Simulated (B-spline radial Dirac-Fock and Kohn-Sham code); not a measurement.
# K-line shifts caused by a second vacancy in Te²⁺

System: the Te²⁺ ion in the configuration [Kr] 4d10 5s2 5p2.

These are calculated numbers from a radial B-spline solver; the model is Dirac-Fock (average of configuration) total-energy differences with a finite nucleus, the Breit interaction including its frequency dependence, and self-energy and vacuum-polarisation corrections. Each two-hole energy is an average over J within one jj subconfiguration, not an observable level; in light atoms, where LS coupling holds, the j-resolved values are not observed lines, and for a K spectator the Kα1 hypersatellite is nearly forbidden. The model has no electron correlation.

Lines without a spectator: Kα2 (K-L2) 27199.5 eV, Kα1 (K-L3) 27470.4 eV, Kβ3 (K-M2) 30939.7 eV, Kβ1 (K-M3) 30991.4 eV. Shifts in eV with one spectator hole (a dash: not computed, or left out as unreliable):

```
spectator hole     Kα2     Kα1     Kβ3     Kβ1
        K (1s)  +605.5  +626.6  +773.7  +778.2
    L2 (2p1/2)   +67.7   +85.8       –  +180.0
    L3 (2p3/2)   +64.8   +65.4  +157.3       –
    M2 (3p1/2)       –  +10.20  +22.62  +27.42
    M3 (3p3/2)   +7.31       –  +22.90  +22.39
    M4 (3d3/2)   +1.42   -1.38       –       –
    M5 (3d5/2)   -1.93   +0.16       –       –
```
